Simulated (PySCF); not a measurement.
CH3Si, SMILES C=[SiH], multiplicity 2. Atoms are numbered in the order given.

```xyz
5

C      0.0563    -1.0970     0.0000
Si    -0.1201     0.6008     0.0000
H     -0.7745    -1.7890     0.0000
H      1.0468    -1.5428     0.0000
H      1.0718     1.5026     0.0000
```
Charge 0, spin multiplicity 2.

Geometry: B3LYP-D3(BJ)/def2-TZVP. The isomer is the one that the SMILES or the coordinates give; other isomers of the formula were not compared.

The numbers are results of B3LYP/def2-TZVPD (PySCF), not measurements.

Mulliken values depend strongly on the basis, most of all with diffuse functions as here. ESP charges are fitted to the potential on shells at 1.4 to 2.0 van der Waals radii. Atomic charges (e):

```csv
atom,Mulliken,ESP fit,meta-Löwdin,Mulliken spin
C1,-0.53,-0.81,[?],-0.01
Si2,0.07,0.26,[?],0.83
H3,0.25,0.27,[?],0.00
H4,0.23,0.27,[?],0.04
H5,-0.02,0.00,[?],0.14
```

Task: Complete the blanks. (An estimate is asked for; the answer gives what the named calculation found.)

Result: 
- C1, meta-Löwdin: -0.59
- Si2, meta-Löwdin: 0.36
- H3, meta-Löwdin: 0.14
- H4, meta-Löwdin: 0.14
- H5, meta-Löwdin: -0.06
